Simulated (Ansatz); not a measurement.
CH7FSSi2 can be A, `C[SiH2]S[SiH2]F`, or B, `CS[SiH](F)[SiH3]`.

Program: Ansatz. Geometries: PBE0-D4/def2-TZVP. ΔE: electronic, gas phase. CCSD(T)/CBS adds triple-zeta CCSD(T) − MP2 to the extrapolated MP2 energy (def2 sets, frozen cores). Functionals use def2-TZVPP. One conformer a species, not always the lowest.

A:

```xyz
12

C     1.419    0.294   -1.238
Si   -0.301    0.884   -0.847
S    -1.606   -0.759   -0.350
Si   -1.043   -1.010    1.667
F     0.495   -1.442    1.789
H     2.057    1.139   -1.512
H     1.855   -0.205   -0.370
H     1.404   -0.413   -2.069
H    -0.937    1.533   -2.022
H    -0.291    1.831    0.299
H    -1.176    0.250    2.432
H    -1.875   -2.101    2.220
```

B:

```xyz
12

C     1.766    0.876   -1.641
S     0.554   -0.429   -1.275
Si   -0.052    0.109    0.672
F     1.091   -0.193    1.763
Si   -1.972   -1.137    1.164
H     1.333    1.863   -1.480
H     2.660    0.754   -1.031
H     2.033    0.771   -2.692
H    -0.252    1.582    0.722
H    -2.297   -1.022    2.610
H    -1.754   -2.567    0.822
H    -3.109   -0.608    0.365
```

Which isomer does CCSD(T)/CBS put lower? Give the gap. (Best estimate.)

Ansatz gave: A, by 127.0 kJ/mol.

Give E(B) − E(A) in kJ/mol with B2PLYP, MP2/def2-TZVPP, CCSD/def2-TZVPP, HF/def2-TZVPP, ωB97M-V, PBE-D4, CCSD(T)/def2-TZVPP. (Estimate.)

The calculation gave: B2PLYP 124.8, MP2/def2-TZVPP 137.2, CCSD/def2-TZVPP 126.4, HF/def2-TZVPP 129.8, ωB97M-V 130.8, PBE-D4 110.7, CCSD(T)/def2-TZVPP 125.6. None reverses the order clearly.

Largest T1 diagnostic: 0.012.

From PBE to PBE0 (25 % exact exchange), in def2-TZVPP and without D4, E(B) − E(A) moves by +7.8 kJ/mol.
